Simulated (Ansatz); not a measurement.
Relaxation of AsH$_{5}$O$_{2}$Zn (9 atoms, charge 0, multiplicity 1), to a largest force component of 0.03 eV/Å in at most 50 steps.

The calculation used Ansatz, RKS PBE0/def2-SVP.

```xyz
9
Properties=species:S:1:pos:R:3
Zn -0.680 -0.589 -1.145
O 0.555 -0.079 1.730
O -1.102 -2.315 -1.272
H 0.542 0.742 1.216
As -0.160 1.751 -1.306
H 1.494 -0.268 1.830
H -1.073 -2.785 -0.432
H -0.793 2.024 0.060
H 1.218 1.520 -0.681
```

**Question.** Where does it end, and by what steps?

**Answer.** The forces met the threshold. After 28 steps the energy has fallen by 0.674 eV; H6 moved furthest, 1.75 Å. Joined: Zn1–O2 (3.17 → 2.18 Å).

```tsv
step	energy less start (eV)	largest force component (eV/Å)	accepted
0	0.0000	0.288	yes
1	-0.0389	1.607	yes
2	-0.1211	1.848	yes
3	-0.2394	1.155	yes
4	-0.2834	0.653	yes
5	-0.3076	0.850	yes
6	-0.3205	0.713	yes
7	-0.3358	0.310	yes
8	-0.3447	0.156	yes
9	-0.3478	0.141	yes
10	-0.2973	1.856	no
11	-0.3643	0.097	yes
12	-0.3805	0.277	yes
13	-0.3948	0.880	yes
14	-0.3671	2.346	no
15	-0.4359	0.542	yes
16	-0.4758	0.386	yes
17	-0.5328	0.336	yes
18	-0.4879	2.584	no
19	-0.5655	0.380	yes
20	-0.5975	0.604	yes
21	-0.6315	0.407	yes
22	-0.6504	0.539	yes
23	-0.6468	0.335	no
24	-0.6658	0.109	yes
25	-0.6675	0.213	yes
26	-0.6712	0.104	yes
27	-0.6730	0.090	yes
28	-0.6735	0.018	yes
```

```xyz
9
Properties=species:S:1:pos:R:3
Zn -0.297 -0.159 -0.474
O 0.329 -0.358 1.599
O -0.288 -1.970 -0.138
H 1.260 -0.281 1.836
As -0.507 1.884 -1.672
H 0.170 -1.309 1.357
H -0.787 -2.614 -0.644
H -0.862 2.635 -0.389
H 0.982 2.172 -1.474
```

Time of the run: 3.3 min on 2 threads of AMD EPYC 7R43 64-Core Processor (Zen 3) (shared host), peak memory 0.31 GiB.
